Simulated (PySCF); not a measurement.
Ionisation energy of Si²⁺ by level of theory

Si²⁺ [Ne] 3s2 (1S) → Si³⁺ [Ne] 3s1 (2S), as a difference of total energies. All numbers are calculated (PySCF 2.14, the non-relativistic Hamiltonian (point nucleus), in aug-cc-pV(T+d)Z). Correlated levels: valence: [Ne] frozen. The calculations carry no spin-orbit coupling.

**Question.** Order these methods by the ionisation energy they give, lowest first.
A. SCS-MP2 (valence)
B. MP2 (valence)
C. CCSD (valence)
D. UHF

**Answer.** D (31.959 eV), B (32.823 eV), A (32.996 eV), C (33.175 eV).

Errors of the correlated levels include the incompleteness of this basis and the frozen core.

With two correlated electrons CCSD is exact in that space.

For comparison: 33.493 eV (measured; NIST Atomic Spectra Database, ionization energies).
